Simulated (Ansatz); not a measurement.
Gas-phase electronic energies from Ansatz, PBE0-D4/def2-TZVP geometries. CCSD(T)/CBS is the MP2 limit (def2-TZVPP, def2-QZVPP) plus CCSD(T) − MP2 in def2-TZVPP, frozen cores. This one scheme is used for every species. Functionals use def2-TZVPP. HSE06 is defined as in plane-wave codes. Each species was taken in one conformer, which may not be the lowest.

Consider the ligand exchange at the Al–C bond: `C=[C](Cl)[AlH][F]` + H–F → `[F][AlH][F]` + `C=CCl`.

| level | ΔE (kJ/mol) |
| --- | --- |
| HSE06-D4 | -166.2 |
| ωB97X-V | -176.3 |
| B2PLYP | -181.8 |
| PBE0 | -171.3 |
| HF/def2-SVP | -187.2 |
| HF/def2-TZVPP | -191.1 |
| MP2/def2-TZVPP | -174.4 |
| CCSD/CBS(def2) | -176.8 |

**Question.** What does CCSD(T)/CBS give? (Estimate.)

**Answer.** Computed: -173.1 kJ/mol. The listed levels differ from it by 6.9, -3.2, -8.7, 1.8, -14.1, -18.0, -1.3, -3.7 kJ/mol.

Largest T1 diagnostic among the species: 0.013.

At CCSD(T), def2-SVP lies −6.8 kJ/mol from the extrapolated value and def2-TZVPP −0.5 kJ/mol. In def2-TZVPP, CCSD(T) changes the Hartree–Fock value by +17.4 kJ/mol (the triples alone add +3.7 kJ/mol) and MP2 by +16.7 kJ/mol. The D4 term adds +8.3 kJ/mol with B3LYP and +4.6 kJ/mol with PBE0; it sums over pairs of atoms, weighted by their polarisabilities, and B3LYP, whose exchange is more repulsive, gets the larger term.

B3LYP here is the variant with VWN-RPA as its local correlation; programs differ in this.
